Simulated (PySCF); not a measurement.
CH5BS2. Atoms are numbered in the order given.

```xyz
9

B     -0.0138    -0.3206     0.0000
C     -0.0004    -1.8935     0.0000
H     -0.4785    -2.3215     0.8937
H     -0.4785    -2.3215    -0.8937
H      1.0491    -2.2362     0.0000
S     -0.0033     0.5080    -1.6021
H      0.0421     1.7940    -1.1928
S     -0.0033     0.5080     1.6021
H      0.0421     1.7940     1.1928
```

Coordinates come from a PBE0-D3(BJ)/def2-SVP optimisation. One conformer was computed; it need not be the lowest.

Calculation: PySCF with PBE/def2-TZVP.

Atomic charges (e):

```tsv
atom	Löwdin	meta-Löwdin
B1	-1.27	-0.08
C2	-0.30	-0.45
H3	0.15	0.13
H4	0.15	0.13
H5	0.16	0.15
S6	0.49	-0.04
H7	0.06	0.10
S8	0.49	-0.04
H9	0.06	0.10
```

Problem. Give the Mayer and Wiberg (Löwdin basis) orders of the bonds. (An estimate is asked for; the answer gives what the named calculation found.)

Solution. 
| bond | Mayer | Wiberg |
|---|---|---|
| B1–C2 | 1.03 | 1.38 |
| C2–H3 | 0.95 | 0.86 |
| C2–H4 | 0.95 | 0.86 |
| C2–H5 | 0.93 | 0.84 |
| B1–S6 | 1.35 | 1.95 |
| S6–H7 | 0.94 | 0.97 |
| B1–S8 | 1.35 | 1.95 |
| S8–H9 | 0.94 | 0.97 |
